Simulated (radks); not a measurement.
Results of a calculation; reference values are marked as such.
Spin polarisation of the 2p4 shell in the neon ion Ne2+. Start: [He] 2s2 2p(up 2, down 2); electrons of 2p are moved from spin down to spin up, other shells keep equal spins. Level of theory: scalar-relativistic Kohn-Sham, r2SCAN, spin-polarised, spherical densities, finite nucleus; meta-GGA in the generalised Kohn-Sham scheme; Fermi nuclear charge, rms radius of each element as measured or else 0.836 A^(1/3) + 0.57 fm (a radial shooting solver on a logarithmic mesh with Libxc functionals).

moment (Bohr magnetons)	E - E(0) (eV)	e(2p up) (eV)	e(2p down) (eV)	2s down minus up (eV)	1s down minus up (eV)
0	0.000	-55.471	-55.471	0.000	0.000
0.5	-0.201	-56.240	-54.631	1.446	0.683
1	-0.805	-56.942	-53.715	2.907	1.362
1.5	-1.817	-57.581	-52.715	4.394	2.036
2	-3.241	-58.159	-51.622	5.919	2.707

At moment 2 the spin-polarisation energy is -3.241 eV and the 2p exchange splitting 6.537 eV, that is 3.268 eV per Bohr magneton; E = -I m^2/4 would give I = 3.241 eV.
